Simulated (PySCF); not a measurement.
C$_{4}$H$_{12}$O$_{4}$Si, triplet, at the geometry of the source list (a higher spin typed on purpose: for a closed-shell molecule this is an excited state); PySCF with SVWN5/STO-3G.

PySCF was given this input:
```python
from pyscf import gto, scf, dft

mol = gto.M(
    atom='''
C     0.205300   -2.140300   -1.659500
O    -0.139200   -0.801200   -1.406700
Si   -0.000000   -0.000000   -0.000000
O    -0.558800    1.502000   -0.267900
C    -1.819700    1.861600   -0.774500
O    -0.815200   -0.866700    1.106500
C    -0.963800   -0.574600    2.473400
O     1.513200    0.165900    0.568100
C     2.578200    0.853300   -0.039400
H    -0.469700   -2.811700   -1.127300
H     1.229100   -2.346000   -1.340900
H     0.115800   -2.302600   -2.734100
H    -1.908300    2.945200   -0.689500
H    -2.619100    1.382000   -0.206400
H    -1.905800    1.565300   -1.820700
H    -0.008500   -0.680200    2.989100
H    -1.329900    0.443900    2.616600
H    -1.684000   -1.284300    2.882000
H     2.720000    0.520100   -1.069300
H     2.384100    1.926600   -0.041000
H     3.476500    0.641700    0.541700
''',
    basis='sto-3g',
    charge=0,
    spin=2,
    verbose=4,
)

mf = dft.UKS(mol)
mf.xc = 'lda,vwn'
mf.diis_space = 20
mf.kernel()
```

What the program printed (banner, timings and long lists left out):

```
PySCF version 2.14.0

[INPUT] verbose = 4
[INPUT] num. atoms = 21
[INPUT] num. electrons = 82
[INPUT] charge = 0
[INPUT] spin (= nelec alpha-beta = 2S) = 2
[INPUT] symmetry False subgroup None
[INPUT] Mole.unit = angstrom
[INPUT] Symbol           X                Y                Z      unit          X                Y                Z       unit  Magmom
[...]
nuclear repulsion = 633.247937982447
number of shells = 41
number of NR pGTOs = 183
number of NR cGTOs = 61
basis = sto-3g
ecp = {}

******** <class 'pyscf.dft.uks.UKS'> ********
method = UKS
initial guess = minao
damping factor = 0
level_shift factor = 0
DIIS = <class 'pyscf.scf.diis.CDIIS'>
diis_start_cycle = 1
diis_space = 20
diis_damp = 0
SCF conv_tol = 1e-09
SCF conv_tol_grad = None
SCF max_cycles = 50
direct_scf = True
direct_scf_tol = 1e-13
number electrons alpha = 42  beta = 40
XC library pyscf.dft.libxc version 7.1.2
    S. Lehtola, C. Steigemann, M. J. T. Oliveira, and M. A. L. Marques,  SoftwareX 7, 1–5 (2018)
XC functionals = lda,vwn
    P. A. M. Dirac,  Math. Proc. Cambridge Philos. Soc. 26, 376 (1930)
    F. Bloch,  Z. Phys. 57, 545 (1929)
    S. H. Vosko, L. Wilk, and M. Nusair,  Can. J. Phys. 58, 1200 (1980)
radial grids:
    Treutler-Ahlrichs [JCP 102, 346 (1995); DOI:10.1063/1.469408] (M4) radial grids

becke partition: Becke, JCP 88, 2547 (1988); DOI:10.1063/1.454033
pruning grids: <function nwchem_prune>
grids dens level: 3
symmetrized grids: False
atomic radii adjust function: <function treutler_atomic_radii_adjust>
small_rho_cutoff = 0
Set gradient conv threshold to 3.16228e-05
tot grids = 249680
init E= -736.865463443715

cycle= 1 E= -735.138119631343  delta_E= 1.73  |g|= 0.698  |ddm|= 4.48

cycle= 2 E= -734.790814654799  delta_E= 0.347  |g|= 1.05  |ddm|= 2.93

cycle= 3 E= -735.282179343718  delta_E= -0.491  |g|= 0.502  |ddm|= 2.54

cycle= 4 E= -735.365912275636  delta_E= -0.0837  |g|= 0.38  |ddm|= 2.09

cycle= 5 E= -735.269577801005  delta_E= 0.0963  |g|= 0.508  |ddm|= 1.77

cycle= 6 E= -735.456042667183  delta_E= -0.186  |g|= 0.223  |ddm|=  1.6

cycle= 7 E= -735.374012870211  delta_E= 0.082  |g|= 0.379  |ddm|= 1.49

cycle= 8 E= -735.39418060587  delta_E= -0.0202  |g|= 0.337  |ddm|= 1.36

cycle= 9 E= -735.424281992161  delta_E= -0.0301  |g|= 0.292  |ddm|= 0.242

cycle= 10 E= -735.412094496676  delta_E= 0.0122  |g|= 0.308  |ddm|= 0.208

cycle= 11 E= -735.413624180792  delta_E= -0.00153  |g|= 0.306  |ddm|= 0.0212

cycle= 12 E= -735.407841636811  delta_E= 0.00578  |g|= 0.317  |ddm|= 0.0761

cycle= 13 E= -735.403342940311  delta_E= 0.0045  |g|= 0.324  |ddm|= 0.064

cycle= 14 E= -735.398545472798  delta_E= 0.0048  |g|= 0.329  |ddm|= 0.0836

cycle= 15 E= -735.412233710307  delta_E= -0.0137  |g|= 0.303  |ddm|= 1.39

cycle= 16 E= -735.464617041113  delta_E= -0.0524  |g|= 0.211  |ddm|= 1.48

cycle= 17 E= -735.442042460211  delta_E= 0.0226  |g|= 0.258  |ddm|= 1.31

cycle= 18 E= -735.468058112404  delta_E= -0.026  |g|= 0.204  |ddm|= 0.441

cycle= 19 E= -735.408746355738  delta_E= 0.0593  |g|= 0.314  |ddm|= 0.657

cycle= 20 E= -735.401326273934  delta_E= 0.00742  |g|= 0.326  |ddm|= 0.0812

cycle= 21 E= -735.401458910839  delta_E= -0.000133  |g|= 0.325  |ddm|= 0.0263

cycle= 22 E= -735.414585152044  delta_E= -0.0131  |g|= 0.299  |ddm|= 0.262

cycle= 23 E= -735.459327302533  delta_E= -0.0447  |g|= 0.214  |ddm|= 0.85

cycle= 24 E= -735.417022056156  delta_E= 0.0423  |g|= 0.302  |ddm|= 0.877

cycle= 25 E= -735.444044963627  delta_E= -0.027  |g|= 0.253  |ddm|= 0.307

cycle= 26 E= -735.428122812822  delta_E= 0.0159  |g|= 0.281  |ddm|= 0.291

cycle= 27 E= -735.422713730992  delta_E= 0.00541  |g|= 0.295  |ddm|= 0.22

cycle= 28 E= -735.448912220931  delta_E= -0.0262  |g|= 0.24  |ddm|= 0.567

cycle= 29 E= -735.423306650537  delta_E= 0.0256  |g|= 0.292  |ddm|= 1.46

cycle= 30 E= -735.449200375843  delta_E= -0.0259  |g|= 0.239  |ddm|= 0.264

cycle= 31 E= -735.4710448726  delta_E= -0.0218  |g|= 0.186  |ddm|= 1.25

cycle= 32 E= -735.441801222398  delta_E= 0.0292  |g|= 0.256  |ddm|= 1.32

cycle= 33 E= -735.464472271364  delta_E= -0.0227  |g|= 0.202  |ddm|= 0.416

cycle= 34 E= -735.441322634968  delta_E= 0.0231  |g|= 0.258  |ddm|= 0.353

cycle= 35 E= -735.449732018504  delta_E= -0.00841  |g|= 0.238  |ddm|= 0.11

cycle= 36 E= -735.442365407355  delta_E= 0.00737  |g|= 0.257  |ddm|= 1.43

cycle= 37 E= -735.460280282424  delta_E= -0.0179  |g|= 0.217  |ddm|= 0.703

cycle= 38 E= -735.415726944636  delta_E= 0.0446  |g|= 0.303  |ddm|= 1.41

cycle= 39 E= -735.416842243391  delta_E= -0.00112  |g|= 0.303  |ddm|= 0.0713

cycle= 40 E= -735.446695962354  delta_E= -0.0299  |g|= 0.243  |ddm|= 0.612

cycle= 41 E= -735.446830948995  delta_E= -0.000135  |g|= 0.244  |ddm|= 0.0744

cycle= 42 E= -735.438937399559  delta_E= 0.00789  |g|= 0.266  |ddm|= 0.265

cycle= 43 E= -735.453980202035  delta_E= -0.015  |g|= 0.225  |ddm|= 1.37

cycle= 44 E= -735.419431694924  delta_E= 0.0345  |g|= 0.301  |ddm|= 1.45

cycle= 45 E= -735.437186308718  delta_E= -0.0178  |g|= 0.266  |ddm|= 0.184

cycle= 46 E= -735.418581076198  delta_E= 0.0186  |g|= 0.303  |ddm|= 0.223

cycle= 47 E= -735.435708023575  delta_E= -0.0171  |g|= 0.274  |ddm|= 0.216

cycle= 48 E= -735.453201691223  delta_E= -0.0175  |g|= 0.232  |ddm|= 0.566

cycle= 49 E= -735.455593306741  delta_E= -0.00239  |g|= 0.227  |ddm|= 0.74

cycle= 50 E= -735.415441245306  delta_E= 0.0402  |g|= 0.303  |ddm|= 1.45
SCF not converged.
SCF energy = -735.415441245306 after 50 cycles  <S^2> = 2.0009554  2S+1 = 3.0006369
```

Convergence was not reached.
